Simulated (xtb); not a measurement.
xtb input (GFN2-xTB):

```bash
xtb mol.xyz --gfn 2 --sp --chrg 1 --uhf 0
```
mol.xyz:
```
10

N      1.25612426     1.01170494    -0.60918686
Si     0.17620474    -0.04951723     0.04728500
N     -1.58869768     0.41171965    -0.40224427
F      0.20639402    -1.49213523    -0.55440756
F      0.04773086     0.00476778     1.60441042
H      1.65559268     1.78007342    -0.08887449
H      1.75684424     0.82481841    -1.46653335
H     -1.83725002     1.34547034    -0.06516242
H     -1.73806848     0.40974493    -1.41465588
H     -2.26309473    -0.24453091     0.00322830
```

End of the output:

```
         :::::::::::::::::::::::::::::::::::::::::::::::::::::
         ::                     SUMMARY                     ::
         :::::::::::::::::::::::::::::::::::::::::::::::::::::
         :: total energy             -19.300919841663 Eh    ::
         :: gradient norm              0.022726939993 Eh/a0 ::
         :: HOMO-LUMO gap              7.435844549539 eV    ::
         ::.................................................::
         :: SCC energy               -19.456959025473 Eh    ::
         :: -> isotropic ES            0.141966725986 Eh    ::
         :: -> anisotropic ES         -0.002249836195 Eh    ::
         :: -> anisotropic XC         -0.000387219136 Eh    ::
         :: -> dispersion             -0.004451542059 Eh    ::
         :: repulsion energy           0.156039183810 Eh    ::
         :: add. restraining           0.000000000000 Eh    ::
         :: total charge               1.000000000000 e     ::
         :::::::::::::::::::::::::::::::::::::::::::::::::::::

           -------------------------------------------------
          |                Property Printout                |
           -------------------------------------------------

    * Orbital Energies and Occupations

         #    Occupation            Energy/Eh            Energy/eV
      -------------------------------------------------------------
         1        2.0000           -1.1005729             -29.9481
       ...           ...                  ...                  ...
         4        2.0000           -0.8515099             -23.1708
         5        2.0000           -0.7825554             -21.2944
         6        2.0000           -0.7793682             -21.2077
         7        2.0000           -0.7768422             -21.1390
         8        2.0000           -0.7372929             -20.0628
         9        2.0000           -0.7323983             -19.9296
        10        2.0000           -0.7255967             -19.7445
        11        2.0000           -0.7124595             -19.3870
        12        2.0000           -0.7064993             -19.2248
        13        2.0000           -0.7024839             -19.1156
        14        2.0000           -0.7016825             -19.0938
        15        2.0000           -0.6908955             -18.8002
        16        2.0000           -0.6154453             -16.7471 (HOMO)
        17                         -0.3421831              -9.3113 (LUMO)
        18                         -0.3139807              -8.5439
        19                         -0.3035965              -8.2613
        20                         -0.2289456              -6.2299
        21                         -0.1532367              -4.1698
        22                         -0.1515766              -4.1246
        23                         -0.1071346              -2.9153
        24                         -0.0627684              -1.7080
        25                         -0.0589683              -1.6046
        26                          0.0404897               1.1018
        27                          0.0541868               1.4745
       ...                                ...                  ...
        30                          0.8697906              23.6682
      -------------------------------------------------------------
                  HL-Gap            0.2732623 Eh            7.4358 eV
             Fermi-level           -0.4788142 Eh          -13.0292 eV

     #   Z          covCN         q      C6AA      α(0)
     1   7 N        2.542    -0.320    28.260     7.895
     2  14 Si       3.041     0.667   157.843    27.297
     3   7 N        3.385    -0.268    26.911     7.705
     4   9 F        0.705    -0.176    10.998     3.916
     5   9 F        0.705    -0.176    10.998     3.916
     6   1 H        0.861     0.244     0.905     1.490
     7   1 H        0.861     0.244     0.905     1.490
     8   1 H        0.859     0.257     0.857     1.450
     9   1 H        0.859     0.257     0.857     1.450
    10   1 H        0.859     0.269     0.813     1.413

 Mol. C6AA /au·bohr⁶  :       1128.624844
 Mol. C8AA /au·bohr⁸  :      37924.068993
 Mol. α(0) /au        :         58.022930

Wiberg/Mayer (AO) data.
largest (>0.10) Wiberg bond orders for each atom

 ---------------------------------------------------------------------------
     #   Z sym  total        # sym  WBO       # sym  WBO       # sym  WBO
 ---------------------------------------------------------------------------
     1   7 N    3.352 --     2 Si   1.367     7 H    0.917     6 H    0.917
     2  14 Si   4.404 --     1 N    1.367     5 F    1.177     4 F    1.177
                             3 N    0.648
     3   7 N    3.554 --     8 H    0.930     9 H    0.930    10 H    0.918
                             2 Si   0.648
     4   9 F    1.317 --     2 Si   1.177
     5   9 F    1.317 --     2 Si   1.177
     6   1 H    0.940 --     1 N    0.917
     7   1 H    0.940 --     1 N    0.917
     8   1 H    0.934 --     3 N    0.930
     9   1 H    0.934 --     3 N    0.930
    10   1 H    0.928 --     3 N    0.918
 ---------------------------------------------------------------------------

Topologies differ in total number of bonds
Writing topology from bond orders to xtbtopo.mol

molecular dipole:
                 x           y           z       tot (Debye)
 q only:       -1.128       1.542      -1.152
   full:       -1.516       1.595      -1.217       6.390
molecular quadrupole (traceless):
                xx          xy          yy          xz          yz          zz
 q only:        9.780       1.190      -4.015       0.432      -2.211      -5.765
  q+dip:       11.152       1.790      -4.574       0.188      -2.440      -6.577
   full:       11.965       0.854      -5.074       0.921      -2.396      -6.891

           -------------------------------------------------
          | TOTAL ENERGY              -19.300919841663 Eh   |
          | GRADIENT NORM               0.022726939993 Eh/α |
          | HOMO-LUMO GAP               7.435844549539 eV   |
           -------------------------------------------------

------------------------------------------------------------------------
Note: The following floating-point exceptions are signalling: IEEE_UNDERFLOW_FLAG IEEE_DENORMAL
normal termination of xtb
------------------------------------------------------------------------
 total:
 SCF:
```

It need not be the lowest isomer of its formula.
